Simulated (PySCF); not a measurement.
Atoms are numbered as in `[Cl:1][B:2]([Cl:3])[SiH:4]1[CH2:5][CH2:6][O:7][CH2:8][CH2:9]1`. Hydrogens are named by the atom that carries them. Ha(C5), Ha(C6), Ha(C8), Ha(C9) are cis to B2 on the ring; Hb(C5), Hb(C6), Hb(C8), Hb(C9) are trans to B2 on the ring.

Level of theory: PBE0-D3(BJ)/def2-SVP structure, GIAO PBE0/pcSseg-1 shieldings, in PySCF (one averaged value for each set of equivalent atoms, non-relativistic Hamiltonian, one conformer, no solvent).

**Question.** Predict the 2D correlation tables (HSQC, COSY, HMBC).

**Answer.** 

HSQC (one-bond C–H):
| δH | δC |
| --- | --- |
| 4.29 (Ha(C6)/Ha(C8)) | 68.7 (C6/C8) |
| 3.23 (Hb(C6)/Hb(C8)) | 68.7 (C6/C8) |
| 1.09 (Ha(C5)/Ha(C9)) | 9.5 (C5/C9) |
| 0.42 (Hb(C5)/Hb(C9)) | 9.5 (C5/C9) |

COSY cross peaks (H two or three bonds apart, from the bond graph; peaks can be absent where the dihedral angle is near 90°):
| δH | δH |
| --- | --- |
| 4.29 (Ha(C6)/Ha(C8)) | 3.23 (Hb(C6)/Hb(C8)) |
| 4.29 (Ha(C6)/Ha(C8)) | 1.09 (Ha(C5)/Ha(C9)) |
| 4.29 (Ha(C6)/Ha(C8)) | 0.42 (Hb(C5)/Hb(C9)) |
| 4.07 (H(Si4)) | 1.09 (Ha(C5)/Ha(C9)) |
| 4.07 (H(Si4)) | 0.42 (Hb(C5)/Hb(C9)) |
| 3.23 (Hb(C6)/Hb(C8)) | 1.09 (Ha(C5)/Ha(C9)) |
| 3.23 (Hb(C6)/Hb(C8)) | 0.42 (Hb(C5)/Hb(C9)) |
| 1.09 (Ha(C5)/Ha(C9)) | 0.42 (Hb(C5)/Hb(C9)) |

HMBC (two and three bonds, from the bond graph):
| δH | δC |
| --- | --- |
| 4.29 (Ha(C6)/Ha(C8)) | 68.7 (C6/C8), 9.5 (C5/C9) |
| 4.07 (H(Si4)) | 68.7 (C6/C8), 9.5 (C5/C9) |
| 3.23 (Hb(C6)/Hb(C8)) | 68.7 (C6/C8), 9.5 (C5/C9) |
| 1.09 (Ha(C5)/Ha(C9)) | 68.7 (C6/C8), 9.5 (C5/C9) |
| 0.42 (Hb(C5)/Hb(C9)) | 68.7 (C6/C8), 9.5 (C5/C9) |

Shifts are taken against calculated references (same method and geometry level): 1H (31.27 ppm), 13C (184.41 ppm) against TMS.

Shifts are as computed. Against solution values, carbons near 30 ppm lie about +2 ppm off and those near 130 ppm about +5 ppm. Of 1309 compounds with measured shifts, 239 miss one by over three times the rms of a fit or turn the order of signals round; such compounds aren't used in these exercises.
